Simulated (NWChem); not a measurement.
Species: CH$_{4}$SSe; SMILES C[Se]S

```xyz
7

Se    -0.4620    -0.4571     0.0083
C      1.2702    -1.3451     0.0117
H      1.0614    -2.4238     0.0756
H      1.8544    -1.0323     0.8862
H      1.8181    -1.1326    -0.9153
S      0.1913     1.6473     0.0552
H      0.2926     1.8454    -1.2815
```
Atoms are numbered in this order, from 1.

Program: NWChem. Medium grid unless said otherwise, to which SCAN and Minnesota functionals are sensitive. Coordinates come from a PBE0/def2-SVP optimisation.

For level HCTH/407/def2-SVP:

- highest occupied level (eV) = -5.46
- orbital gap (eV) = 3.61
- dipole (D) = 1.65

### Question
How do the values read with level SCAN/def2-SVP instead?

### Answer
| Quantity | Value |
|---|---|
| highest occupied level (eV) | -5.68 |
| orbital gap (eV) | 4.03 |
| dipole (D) | 1.82 |
